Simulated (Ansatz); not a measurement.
Pulling on the O3–H4 bond in BeFHO (SMILES [OH][Be][F]) (multiplicity 1 held, fragments rigid). Energies count from the point at 0.954 Å.
Geometry at that point (charge 0, multiplicity 1):
```xyz
4

Be     0.029     0.015    -0.026
F      0.983     0.528    -0.895
O     -0.999    -0.467     0.825
H     -0.973    -1.072     1.561
```

Signs of static correlation in aug-cc-pVDZ, with CASSCF(4,3), from Ansatz (an electronic-structure program) runs.

| R (Å) | T1 of restricted CCSD | ⟨S²⟩ of UHF | largest double amplitude of restricted CCSD | weight of the CASSCF reference in MRCISD | CASSCF natural occupations |
|---|---|---|---|---|---|
| 0.763 | 0.015 | 0.000 | 0.019 | 0.917 | 2.00 1.99 0.01 |
| 0.858 | 0.015 | 0.000 | 0.019 | 0.916 | 2.00 1.99 0.01 |
| 0.954 | 0.015 | 0.000 | 0.019 | 0.915 | 2.00 1.98 0.02 |
| 1.049 | 0.016 | 0.000 | 0.019 | 0.914 | 2.00 1.98 0.03 |
| 1.145 | 0.016 | 0.000 | 0.019 | 0.913 | 2.00 1.96 0.04 |
| 1.288 | 0.017 | 0.000 | 0.020 | 0.912 | 2.00 1.94 0.06 |
| 1.431 | 0.018 | 0.125 | ___ | 0.912 | 2.00 1.90 0.10 |
| 1.669 | 0.021 | 0.695 | 0.114 | 0.913 | 2.00 1.80 0.20 |
| 1.908 | ___ | 0.894 | 0.253 | 0.915 | 2.00 1.63 0.37 |
| 2.194 | 0.038 | 0.970 | 0.429 | 0.916 | 2.00 1.41 0.59 |
| 2.575 | 0.052 | 0.997 | 0.624 | 0.917 | 2.00 1.21 0.79 |
| 3.052 | 0.057 | 1.004 | 0.765 | 0.918 | 2.00 1.09 0.91 |

### Question
Fill in the missing entries.

### Answer

- 1.431, largest double amplitude of restricted CCSD: 0.026
- 1.908, T1 of restricted CCSD: 0.026

Doubts at one or more of the structures used: active orbitals that take no part (SC-NEVPT2 on CASSCF(4,3)/aug-cc-pVDZ); a restricted determinant that unrestricted orbitals would lower (R-CCSD(T)/aug-cc-pVDZ); other coupled-cluster roots lie near (R-CCSD(T)/aug-cc-pVDZ); T1 above 0.05 (R-CCSD(T)/aug-cc-pVDZ, U-CCSD(T)/aug-cc-pVDZ); a spin-contaminated determinant (U-CCSD(T)/aug-cc-pVDZ).
